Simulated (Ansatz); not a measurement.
Molecule: CH₈FNSi₂, charge 0, multiplicity 1. SMILES: C[SiH](F)N[SiH3]
Coordinates optimised at B3LYP-D3(BJ)/def2-TZVP (Ansatz, a quantum-chemistry and plane-wave program):
```xyz
13

Si     0.8017     0.6594    -0.3039
C      1.6931    -0.9113    -0.7270
F      1.3454     1.1346     1.1381
N     -0.9012     0.4471    -0.2836
Si    -1.8640    -0.8964     0.2401
H      1.1013     1.7722    -1.2287
H      1.3956    -1.2742    -1.7127
H      2.7716    -0.7419    -0.7359
H      1.4846    -1.6961     0.0020
H     -1.4246     1.2811    -0.5173
H     -2.7940    -0.5023     1.3251
H     -0.9436    -1.9424     0.7338
H     -2.6775    -1.4518    -0.8690
```
Charge 0, spin multiplicity 1.

Property: atomisation energy (electronic, to ground-state atoms), in kJ/mol. Valence correlation only, unless marked. Open shells are spin-unrestricted. No spin-orbit coupling. Non-relativistic. The coupled-cluster limit lacks core correlation, which all-electron functionals hold. CBS marks a two-point X^-3 extrapolation of the correlation energy; Hartree-Fock from the larger set. The bracket is a focal-point correction in the basis named.

| level | program | atomisation energy (kJ/mol) |
|---|---|---|
| HF/cc-pV(T+d)Z | Ansatz | 3475.7 |
| revPBE/def2-TZVPD | Ansatz | 4473.3 |
| r2SCAN-D3(BJ)/def2-TZVPD | Ansatz + dftd3 | 4632.2 |
| PBE0/def2-SVP | Ansatz | 4545.4 |
| PBE0-D3(BJ)/def2-TZVP | Ansatz + dftd3 | 4601.1 |
| BHLYP-D3(BJ)/def2-TZVPD | Ansatz + dftd3 | 4562.8 |
| BHLYP/def2-TZVPD | Ansatz | 4521.9 |
| r2SCANh-D4/def2-TZVPD | Ansatz + dftd4 | 4610.6 |
| HSE06/def2-TZVPD | Ansatz | 4581.4 |
| LC-wPBE-D3(BJ)/def2-TZVPD | Ansatz + dftd3 | 4635.9 |
| LC-wPBE-D4/def2-TZVPD | Ansatz + dftd4 | 4639.4 |
| LC-wPBE/def2-TZVPD | Ansatz | 4607.8 |
| B2GP-PLYP-D4/def2-TZVPD | Ansatz + dftd4 | 4586.4 |
| B2PLYP-D3(BJ)/def2-TZVPD | Ansatz + dftd3 | 4604.1 |
| MP2/cc-pV(D+d)Z | Ansatz | 4273.2 |
| MP2/aug-cc-pV(T+d)Z | Ansatz | 4599.8 |
| CCSD/cc-pV(Q+d)Z | Ansatz | 4559.1 |
| CCSD(T)/6-31G* | Ansatz | 4136.0 |
| CCSD(T)/aug-cc-pV(T+d)Z | Ansatz | 4560.6 |
| RI-MP2/CBS(aug-cc-pV(T+d)Z,aug-cc-pV(Q+d)Z)+[CCSD(T)-MP2]/aug-cc-pV(D+d)Z | Ansatz | 4660.8 |
| CCSD(T)/CBS(cc-pV(T+d)Z,cc-pV(Q+d)Z) | Ansatz | 4664.5 |
